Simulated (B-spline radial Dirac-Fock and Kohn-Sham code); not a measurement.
# Total and shell-resolved photoionisation of Tc⁴⁺

System: the Tc⁴⁺ ion, [Kr] 4d3.

Input file task.json (cfg lists n, l and occupation; rrms is the nuclear radius in fm):

```json
{"items": [{
  "Z": 43,
  "q": 4,
  "cfg": [[1, 0, 2], [2, 0, 2], [2, 1, 6], [3, 0, 2], [3, 1, 6], [3, 2, 10], [4, 0, 2], [4, 1, 6], [4, 2, 3]],
  "A": 97,
  "rrms": 4.4112,
  "do": ["binding", "quiet", "photo"],
  "hv": [27.6, 30.2, 70.1, 269.0, 275.0, 380.0, 385.0, 429.0, 680.0, 1230.0, 1470.0, 1490.0, 1760.0, 2020.0, 3490.0, 15400.0, 18300.0, 23800.0, 24600.0, 36200.0, 39600.0, 48800.0, 56400.0, 80900.0]
}]}
```

Command: `python xray_run.py task.json out`

Level of theory: Dirac-Hartree-Slater photoionisation with all multipoles and Dirac-Fock thresholds; a B-spline atomic structure program.

Computed thresholds (eV): K 21107.7, L1 3113.0, L2 2859.0, L3 2742.5, M1 611.1, M2 513.0, M3 493.0, M4 320.0, M5 316.3, N1 134.0, N2 101.9, N3 98.76, N4 55.51, N5 55.16.

| photon energy (eV) | total (b) | K (%) | L (%) | M (%) | N (%) |
| --- | --- | --- | --- | --- | --- |
| 70.1 | 473900 | – | – | – | 100.0 |
| 269 | 583000 | – | – | – | 100.0 |
| 275 | 568800 | – | – | – | 100.0 |
| 380 | 4.269e+06 | – | – | 91.2 | 8.8 |
| 385 | 4.218e+06 | – | – | 91.3 | 8.7 |
| 429 | 3.671e+06 | – | – | 91.5 | 8.5 |
| 680 | 2.008e+06 | – | – | 92.7 | 7.3 |
| 1230 | 548400 | – | – | 91.2 | 8.8 |
| 1470 | 360600 | – | – | 90.7 | 9.3 |
| 1490 | 349300 | – | – | 90.7 | 9.3 |
| 1760 | 234000 | – | – | 90.2 | 9.8 |
| 2020 | 167000 | – | – | 89.8 | 10.2 |
| 3490 | 240000 | – | 82.5 | 15.4 | 2.0 |
| 15400 | 4428 | – | 82.7 | 14.8 | 2.5 |
| 18300 | 2724 | – | 82.7 | 14.8 | 2.5 |
| 23800 | 8815 | 85.3 | 12.1 | 2.2 | 0.4 |
| 24600 | 8081 | 85.5 | 12.0 | 2.2 | 0.4 |
| 36200 | 2859 | 86.4 | 11.2 | 2.0 | 0.4 |
| 39600 | 2233 | 86.6 | 11.0 | 2.0 | 0.3 |
| 48800 | 1246 | 86.9 | 10.8 | 1.9 | 0.3 |
| 56400 | 827.6 | 87.1 | 10.6 | 1.9 | 0.3 |
| 80900 | 293.4 | 87.4 | 10.4 | 1.9 | 0.3 |

Problem. With what power of the photon energy does the total fall between 56400 and 80900 eV?

Solution. As E^-2.87. The non-relativistic Born limit for an s electron far above threshold is E^-3.5; near threshold and at relativistic energies the fall is slower.

Run: 3.3 s of CPU time on 1 thread of Neoverse-V1 (shared host), peak memory 0.40 GiB.
